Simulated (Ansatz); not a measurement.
Species: sum formula H$_{9}$Si$_{3}$NO, net charge 0, singlet state. SMILES: [SiH3]N[SiH2]O[SiH3]
Structure (B3LYP-D3(BJ)/def2-TZVP (Ansatz, a quantum-chemistry and plane-wave program) minimum search):
```xyz
14

Si    -0.0666     0.1478    -0.9932
N     -1.4849     0.6675    -0.1787
Si    -2.6356    -0.2945     0.6896
O      1.2075    -0.0172     0.0208
Si     2.8036    -0.1336     0.3476
H     -0.3411    -1.1708    -1.5974
H      0.2827     1.1633    -2.0112
H     -1.5911     1.6697    -0.0922
H     -4.0198    -0.0034     0.2440
H     -2.3065    -1.7098     0.4143
H     -2.5799    -0.0547     2.1528
H      3.0111     0.1214     1.7896
H      3.5634     0.8641    -0.4430
H      3.2963    -1.4897     0.0120
```

Property: atomisation energy (electronic, to ground-state atoms), in kcal/mol. Correlated levels leave the core frozen unless marked. Open shells are spin-unrestricted. No spin-orbit coupling. Non-relativistic. The coupled-cluster limit lacks core correlation, which all-electron functionals hold. Basis-set limits of correlation are two-point, X^-3; Hartree-Fock from the larger set.

| level | program | atomisation energy (kcal/mol) |
|---|---|---|
| PBE-D4/def2-TZVPD | Ansatz + dftd4 | 1106.5 |

Problem. Predict the CCSD(T)/CBS(cc-pV(T+d)Z,cc-pV(Q+d)Z) result (Ansatz).

Solution. 1124.8 kcal/mol, so PBE-D4/def2-TZVPD differs from it by -18.3 kcal/mol.
